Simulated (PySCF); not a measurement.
These 3 structures share the formula C9H6N2. The calculation used PBE0-D3(BJ)/def2-SVP geometry optimisation, gas phase (PySCF). One conformer each; no zero-point energy, no entropy. No frequencies were run at this level. Point groups hold within 0.08 Å.

Problem. Order them by energy at this level, lowest first, and give relative energies in kcal/mol.
A. `[N:1]#[C:2][CH2:3][C:4]1=[CH:5][C@H:6]2[C@@H:7]3[C@H:8]2[C@:9]13[C:10]#[N:11]` with C2–C3–C4–C5 0°
B. `[C-:1]#[N+:2][CH:3]=[C:4]=[C:5]=[CH:6][n:7]1[cH:8][cH:9][cH:10][cH:11]1` with C5–C6–N7–C8 0°
C. `C#Cc1cn2ccccc2n1`

Solution. C (0.0), A (48.7), B (60.3).

| SMILES | E (Eh) | E rel (kcal/mol) | dipole (D) | point group | A, B, C (MHz) |
| --- | --- | --- | --- | --- | --- |
| C#Cc1cn2ccccc2n1 | -455.15715 | 0.0 | 3.77 | Cs | 4000, 722.6, 612.1 |
| N#CCC1=C[C@H]2[C@@H]3[C@H]2[C@]13C#N | -455.07952 | 48.7 | 4.22 | Cs | 1884, 900.5, 637.8 |
| [C-]#[N+]C=C=C=Cn1cccc1 | -455.06109 | 60.3 | 4.45 | Cs | 5773, 388.5, 364.0 |
